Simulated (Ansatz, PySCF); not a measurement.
This PySCF input computes a PBE0/def2-TZVPD energy:

```python
from pyscf import gto, scf, dft

mol = gto.M(
    atom='''
    B    -0.00000000   -0.00000000   -0.65016523
    F     0.00000000    0.00000000    0.56413896
    H    -0.00000000   -0.00000000   -1.82642451
    ''',
    basis='def2-tzvpd',
    charge=1,
    spin=0,
    verbose=4,
)

mf = dft.RKS(mol, xc='pbe0').density_fit(auxbasis='def2-universal-jkfit')
mf.grids.level = 3
mf.conv_tol = 1e-9
mf.max_cycle = 100
mf.max_memory = 1500
mf.kernel()
if not mf.converged:
    mf = mf.newton()
    mf.kernel(mf.make_rdm1())
mf.analyze()
```

### Question
Write an input for the same energy in Ansatz (a program for electronic structure) and say what it gives.

### Answer

Ansatz 0.2 input:
```yaml
crystal:
  periodic: [false, false, false]
  atoms:
    - {symbol: B, position_ang: [-0.00000000, -0.00000000, -0.65016523]}
    - {symbol: F, position_ang: [0.00000000, 0.00000000, 0.56413896]}
    - {symbol: H, position_ang: [-0.00000000, -0.00000000, -1.82642451]}
basis:
  gaussian:
    orbitals: def2-TZVPD
hamiltonian:
  xc: {name: PBE0}
total_charge: 1
output: {forces: true}
```
It gives -124.87656 Eh, and PySCF -124.87658 Eh, a difference of 0.02 mEh, from the treatment of integrals and grids.
